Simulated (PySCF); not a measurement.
A GIAO shielding run with PySCF 2.14.0 with density-fitted response routines (density fitting, non-relativistic, gas phase) on `C1=CC[SiH+]C([SiH2]C(F)F)=C1`, [C$_{6}$H$_{9}$F$_{2}$Si$_{2}$]+:

```
$ OMP_NUM_THREADS=1 python probes_run.py task.json out

{"job": {"kind": "nmr", "xc": "PBE0", "basis": "pcSseg-1"}, "charge": 1, "multiplicity": 1}
F     -2.111044    -1.110340     1.485841
C     -2.847552    -0.050249     1.008163
F     -2.501465     0.987536     1.825522
Si    -2.241568     0.370137    -0.791841
C     -0.353047     0.210647    -0.482874
C      0.504930     0.132289    -1.544409
C      1.927606    -0.053459    -1.525888
C      2.697967    -0.255654    -0.444187
C      2.242878    -0.290036     0.976078
Si     0.404099     0.087076     1.207856
H     -3.902768    -0.276845     1.181317
H     -2.705706    -0.670639    -1.700683
H     -2.629505     1.748227    -1.063817
H      0.076635     0.204885    -2.536393
H      2.405966    -0.056035    -2.494906
H      3.756768    -0.424601    -0.586356
H      2.862379     0.410548     1.547256
H      2.507542    -1.271887     1.386234
H     -0.103919     0.317648     2.545623
```

Hardware: 1 thread of an Arm Neoverse V1, shared host. The job also computes population analyses, field gradients, ring-centre shieldings.

(1) How large is the calculation?

(2) How long does it take, and how much memory does it need?

## Answers

(1) 90 electrons, 229 basis functions and 1232 auxiliary functions.

(2) 55 s of wall time, with 14 SCF cycles and 5 response iterations; peak memory 1.1 GiB. Times on a shared host scatter by some tens of per cent.
